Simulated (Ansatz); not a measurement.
Geometry optimisation, Ansatz 0.2.0, RKS PBE-D4/def2-SVP.

input.yaml

```yaml
crystal:
  periodic: [false, false, false]
  atoms:
    - { symbol: Si, position_ang: [-0.8279, -0.3885, -0.4938] }
    - { symbol: C, position_ang: [1.1511, 0.3828, -0.0259] }
    - { symbol: "N", position_ang: [-1.1802, 0.1775, 1.0207] }
    - { symbol: H, position_ang: [0.1149, 0.5191, 0.9048] }
    - { symbol: H, position_ang: [-1.1275, 0.1344, -1.8218] }
    - { symbol: Cl, position_ang: [-0.7439, -2.3981, -0.8306] }
    - { symbol: H, position_ang: [1.2721, 1.375, -0.4483] }
    - { symbol: H, position_ang: [1.6282, -0.3149, -0.7084] }
    - { symbol: H, position_ang: [1.7656, 0.3012, 0.8737] }
    - { symbol: H, position_ang: [-2.0525, 0.2115, 1.5297] }
basis:
  gaussian: { orbitals: def2-SVP }
hamiltonian:
  xc: pbe
  dispersion: d4
relax:
  f_tol: 0.15
  max_steps: 25
  restrain:
    - { distance: [3, 1], at: 2.37, k: 30.0 }
    - { distance: [0, 1], at: 1.87, k: 30.0 }
    - { distance: [3, 2], at: 1.02, k: 30.0 }
output:
  orbitals: {}
```

Command:

```bash
$ ansatz run input.yaml --threads 2 --pin off --max-ram 3072MiB --backend cpu --events-out ev --progress --plain --runs-dir out
```

**Question.** Where does it end, and by what steps?

**Answer.** It converged. The restraints hold the end off the free minimum. After 10 steps the energy has fallen by 3.076 eV (the restraints' own energy left out); H4 moved furthest, 0.75 Å. Joined: N3–H4 (1.34 → 1.02 Å).

| step | energy less start (eV) | largest force component (eV/Å) | accepted |
| --- | --- | --- | --- |
| 0 | 0.0000 | 2.331 | yes |
| 1 | -0.8491 | 3.000 | yes |
| 2 | -1.6080 | 3.263 | yes |
| 3 | -2.3412 | 2.609 | yes |
| 4 | -2.9406 | 1.411 | yes |
| 5 | -3.0230 | 0.809 | yes |
| 6 | -2.9921 | 0.690 | no |
| 7 | -3.0510 | 0.591 | yes |
| 8 | -3.0674 | 0.602 | yes |
| 9 | -3.0716 | 0.728 | no |
| 10 | -3.0757 | 0.556 | yes |

```xyz
10
Properties=species:S:1:pos:R:3
Si -0.550 -0.317 -0.518
C 1.217 0.248 -0.284
N -1.187 0.424 0.899
H -0.363 0.607 1.477
H -1.225 0.106 -1.785
Cl -0.613 -2.418 -0.566
H 1.258 1.357 -0.259
H 1.913 -0.102 -1.073
H 1.593 -0.146 0.683
H -2.043 0.242 1.427
```

Run time: 7.1 s on 2 threads of AMD EPYC 9R45 96-Core Processor (Zen 5), on a shared host, peak memory 0.16 GiB.
